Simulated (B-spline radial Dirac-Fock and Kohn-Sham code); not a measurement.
Core and valence levels of Er

System: neutral erbium in the configuration [Xe] 4f12 5d1 6s1 (not the ground configuration); nuclear rms radius 5.2516 fm (A = 166).

Model: Dirac-Fock (average of configuration) total-energy differences with a finite nucleus, the Breit interaction including its frequency dependence, and self-energy and vacuum-polarisation corrections. Program: a radial atomic solver. No correlation. Energies are counted from the vacuum level. Subshells whose hole state is unreliable or did not converge are left out.

All terms are in eV, carry their sign (relaxation lowers the binding energy) and add up to the binding energy; ⟨r⟩ is the mean radius of the orbital in the initial state.

```
subshell  −ε (Koopmans)  relaxation    Gaunt  retardation  self-energy  vacuum polarisation  binding energy  ⟨r⟩ (bohr)
       K        57830.3      -86.20  -190.19        16.87      -109.09                18.92         57480.6       0.020
      L1         9839.5      -52.47   -20.01         1.37       -15.08                 2.44          9755.7       0.086
      L2         9349.4      -56.61   -34.72         3.80         0.24                 0.05          9262.1       0.072
      L3         8430.2      -54.17   -24.28         4.95        -0.95                -0.10          8355.7       0.079
      M1         2258.4      -31.05    -3.46         0.20        -3.40                 0.53          2221.2       0.224
      M2         2043.7      -31.88    -6.23         0.61        -0.01                 0.01          2006.2       0.214
      M3         1847.2      -30.65    -4.12         0.89        -0.23                -0.03          1813.0       0.228
      M4         1485.1      -32.95    -2.55         0.21         0.25                -0.03          1450.1       0.201
      M5         1442.6      -32.49    -1.66         0.23         0.13                -0.03          1408.8       0.205
      N1          471.4      -14.68    -0.71         0.05        -0.79                 0.12           455.4       0.509
      N2          384.2      -14.33    -1.26         0.13         0.00                 0.00           368.8       0.519
      N3          339.6      -13.38    -0.77         0.19        -0.04                -0.01           325.6       0.548
      N4          195.5      -12.63    -0.33         0.03         0.05                -0.01           182.6       0.579
      N5          187.2      -12.28    -0.15         0.03         0.03                -0.01           174.8       0.591
    N6,7          12.92       -9.32     0.12        -0.02         0.03                 0.00            3.72       0.801
      O2          36.37       -3.58    -0.13         0.01         0.01                 0.00           32.68       1.444
      O3          30.73       -3.22    -0.07         0.02         0.00                 0.00           27.46       1.555
    O4,5           2.68       -0.24     0.00         0.00         0.00                 0.00            2.44       4.355
      P1           5.48       -0.45    -0.01         0.00        -0.01                 0.00            5.01       4.342
```

For the deepest level, K (1s), the Breit terms make up -0.302 % of the binding energy, QED -0.157 % and orbital relaxation -0.150 %.

Values without a named source are computed, but for edge energies of neutral atoms, which are taken from tables.
